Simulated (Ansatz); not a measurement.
Frontier orbitals of CH2Cl2GaN (`C=[N][Ga]([Cl])[Cl]`).

Charge 0, multiplicity 1. Correlated methods include outer-core shells of Ga, which these sets cover unevenly. Scalar relativity is left out up to krypton. All single points use the PBE0-D4/def2-TZVP geometry. It is one conformer, not always the lowest. Basis def2-TZVPP, Ansatz 0.2.0.

Orbital energies of one run (eV). Highest occupied ones, from the top: -6.36, -7.93, -8.14, -8.27, -8.52, -9.45, -9.48, -10.40, -11.51, -12.82, -15.29, -19.80, -20.20, -21.28. Empty: -3.22, -2.47, -1.56, 0.49, 1.21, 1.53.

Task: Which functional gave them?
A. LDA (SPW92)
B. ωB97M-V
C. ωB97X-V
D. HSE06 (plane-wave form)

Result: A. HOMO energies: LDA (SPW92) -6.36, ωB97M-V -9.78, ωB97X-V -9.88, HSE06 -7.13 eV.
